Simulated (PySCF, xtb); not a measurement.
C2H3Cl2FSi, SMILES Cl[SiH2]/C(=C\Cl)F.

GFN2-xTB run with xtb 6.7.1 at its own geometry gives an orbital gap of 3.99 eV and a dipole moment of 1.23 D.

Coordinates come from a B3LYP-D3(BJ)/def2-SVP optimisation. The structure was generated by enumeration; whether it is a known compound was not checked. The values are those of a single conformer.

Task: What does PBE/def2-TZVP (PySCF) give? (Estimate from the structure and the level; the computed values follow.)

Result: gap 4.16 eV (levels -6.44 and -2.28 eV), dipole 1.19 D.
